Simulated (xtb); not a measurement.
H₃N, charge +1, doublet, at a GFN2-xTB geometry (a state made from the parent by changing its charge; the spin is typed, not shown lowest); GFN0-xTB (xtb).

Input for xtb:
```
$ xtb mol.xyz --gfn 0 --chrg 1 --uhf 1 --json

# file mol.xyz
4

N      0.00000000    -0.00000000     0.00000000
H      0.01502573     1.02772160    -0.01944823
H      0.88265094    -0.52673581     0.01709961
H     -0.89767667    -0.50098579     0.00234863
```

Question: Predict the main parts of the log of this xtb run.

Answer: 
```
   ID    Z sym.   atoms
    1    7 N      1
    2    1 H      2-4

           -------------------------------------------------
          |                Calculation Setup                |
           -------------------------------------------------

           -------------------------------------------------
          |                 G F N 0 - x T B                 |
           -------------------------------------------------

          ...................................................
          :                      SETUP                      :
          :.................................................:
          :  # basis functions                  10          :
          :  # atomic orbitals                  10          :
          :  # shells                            8          :
          :  # electrons                         7          :
          :  electronic temp.          300.0000000     K    :
          :  accuracy                    1.0000000          :
          :  -> integral cutoff          0.2500000E+02      :
          :  -> integral neglect         0.1000000E-07      :
          ...................................................

         :::::::::::::::::::::::::::::::::::::::::::::::::::::
         ::                     SUMMARY                     ::
         :::::::::::::::::::::::::::::::::::::::::::::::::::::
         :: total energy              -2.676996145536 Eh    ::
         :: gradient norm              0.007697258157 Eh/a0 ::
         :: HOMO-LUMO gap              6.265445255595 eV    ::
         ::.................................................::
         :: H0 energy                 -4.128453533643 Eh    ::
         :: repulsion energy           0.053875356020 Eh    ::
         :: electrostat energy         1.397664707172 Eh    ::
         :: -> Gsolv                   0.000000000000 Eh    ::
         ::    -> Gsasa                0.000000000000 Eh    ::
         ::    -> Gshift               0.000000000000 Eh    ::
         :: dispersion energy         -0.000082675085 Eh    ::
         :: short-range corr.          0.000000000000 Eh    ::
         :: add. restraining           0.000000000000 Eh    ::
         :: total charge               1.000000000000 e     ::
         :::::::::::::::::::::::::::::::::::::::::::::::::::::

           -------------------------------------------------
          |                Property Printout                |
[...]
      -------------------------------------------------------------
         1        2.0000           -0.7012242             -19.0813
         2        2.0000           -0.5715926             -15.5538
         3        2.0000           -0.5715926             -15.5538
         4        1.0000           -0.4396347             -11.9631 (HOMO)
         5                         -0.2093839              -5.6976 (LUMO)
         6                         -0.1082935              -2.9468
         7                         -0.1082935              -2.9468
         8                          0.1756425               4.7795
         9                          0.2152937               5.8584
        10                          0.2152937               5.8584
      -------------------------------------------------------------
                  HL-Gap            0.2302509 Eh            6.2654 eV
             Fermi-level            0.0000000 Eh            0.0000 eV

     #   Z          covCN         q      C6AA      α(0)
     1   7 N        2.577    -1.144    58.651    11.465
     2   1 H        0.859     0.715     0.170     0.646
     3   1 H        0.859     0.715     0.170     0.646
     4   1 H        0.859     0.715     0.170     0.646

 Mol. C6AA /au·bohr⁶  :         79.027622
 Mol. C8AA /au·bohr⁸  :       1620.151721
 Mol. α(0) /au        :         13.402289

Wiberg/Mayer (AO) data.
largest (>0.10) Wiberg bond orders for each atom

 ---------------------------------------------------------------------------
     #   Z sym  total        # sym  WBO       # sym  WBO       # sym  WBO
 ---------------------------------------------------------------------------
     1   7 N    2.935 --     4 H    0.978     3 H    0.978     2 H    0.978
     2   1 H    0.973 --     1 N    0.978
     3   1 H    0.973 --     1 N    0.978
     4   1 H    0.973 --     1 N    0.978
 ---------------------------------------------------------------------------

Topologies differ in total number of bonds
Writing topology from bond orders to xtbtopo.mol

 dipole moment from electron density (au)
     X       Y       Z
  -0.0000  -0.0000   0.0000  total (Debye):    0.000

           -------------------------------------------------
          | TOTAL ENERGY               -2.676996145536 Eh   |
          | GRADIENT NORM               0.007697258157 Eh/α |
          | HOMO-LUMO GAP               6.265445255595 eV   |
           -------------------------------------------------

normal termination of xtb
```
